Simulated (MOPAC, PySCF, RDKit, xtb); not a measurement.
Pair of molecules: CH4O (SMILES CO) (first 6 atoms) with CH2O2 (SMILES O=CO); geometry from B3LYP-D3(BJ)/def2-TZVP, rigid monomers moved along the line of their centres of mass till O2···H11 is 1.95 Å.
(charge 0, multiplicity 1):
```xyz
11

C     -0.190    -0.350     0.183
O      0.489    -0.806     1.352
H     -0.904     0.445     0.414
H     -0.729    -1.202    -0.228
H      0.520     0.011    -0.566
H      0.937    -0.055     1.780
O      0.802     0.940     3.815
C     -0.009     0.305     4.452
O     -0.665    -0.762     4.027
H     -0.293     0.559     5.482
H     -0.376    -0.953     3.091
```

Counterpoise-corrected where a basis set is named; no monomer relaxation. Rows marked so take none.

Rows in 3-21G carry no dispersion term and start afresh at each structure. The state that AM1 reach isn't checked.

Programs: MOPAC for AM1 (differences of heats of formation); PySCF for 3-21G rows; RDKit for the force fields; xtb for the GFN methods. Values without a source in brackets are computed.

Question: One of these levels gives -34.4 kJ/mol for the interaction energy. Which one is it?
A) AM1
B) HF/3-21G (no counterpoise)
C) GFN-FF
D) MMFF94

Answer: C, GFN-FF. The others give -37.3 (MMFF94), -19.8 (AM1), -74.3 (HF/3-21G (no counterpoise))
